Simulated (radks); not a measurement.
Results of a calculation; reference values are marked as such.
The hafnium ion Hf71+, configuration 1s1 (the NIST ground configuration).

Level of theory: Dirac Kohn-Sham, PBE, spin-unpolarised, spherical densities, finite nucleus; Fermi nuclear charge, rms radius 5.347 fm (a radial shooting solver on a logarithmic mesh with Libxc functionals).

Energy parts (hartree):
| part | energy |
|---|---|
| total | -2795.6017 |
| kinetic | 3281.7455 |
| electron-nucleus | -6081.7329 |
| Hartree | 25.2508 |
| exchange-correlation | -20.8651 |

Orbitals (lengths in bohr, moments of r in powers of bohr; r(max) is where P^2 peaks; r(90%) holds 90 % of the orbital's charge):
orbital  occ.  eigenvalue (hartree)  r(90%)   r(max)  small-component weight
1s1/2       1             -2775.745  0.0341  0.01183                7.44e-02

The highest occupied level is 1s1/2 at -75532 eV. The electron density at the nucleus is 5.159e+05 e/bohr^3. The density falls to 0.001 e/bohr^3 at r = 0.13 bohr.
